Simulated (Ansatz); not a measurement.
The same molecule with X = B, Al, Ga. Ansatz, PBE0-D4/def2-TZVP geometries, multiplicity 1. Each molecule was computed in one conformer, which needn't be the lowest.

Scalar relativity is left out up to krypton.

```
 X          molecule  mean X–C bond length / Å  mean X–H bond length / Å  LUMO energy (B3LYP/def2-TZVPP) / eV  zero-point energy (PBE0-D4/def2-TZVP) / kJ/mol  HOMO–LUMO gap (ωB97M-V/def2-TZVPP) / eV
 B         `BC(=C)O`                     1.534                     1.197                                -2.39                                           178.2                                     9.19
Al  `C=[C](O)[AlH2]`                     1.950                     1.587                                -1.97                                           157.1                                     9.00
```

(1) Give the row for X = Ga, `C=[C](O)[GaH2]`. (An estimate is asked.)

Answers

(1) Ansatz gave: 
```tsv
X	molecule	mean X–C bond length / Å	mean X–H bond length / Å	LUMO energy (B3LYP/def2-TZVPP) / eV	zero-point energy (PBE0-D4/def2-TZVP) / kJ/mol	HOMO–LUMO gap (ωB97M-V/def2-TZVPP) / eV
Ga	`C=[C](O)[GaH2]`	1.961	1.568	-2.14	157.0	8.94
```

From B to Ga the mean X–C bond length rises at each step, by 0.427 Å in all; the mean X–H bond length isn't monotonic: highest at Al, lowest at B; the LUMO energy (B3LYP/def2-TZVPP) isn't monotonic: highest at Al, lowest at B; the zero-point energy (PBE0-D4/def2-TZVP) falls at each step, by 21.2 kJ/mol in all; the HOMO–LUMO gap (ωB97M-V/def2-TZVPP) falls at each step, by 0.25 eV in all.

B3LYP here is the variant with VWN-RPA as its local correlation; programs differ in this.
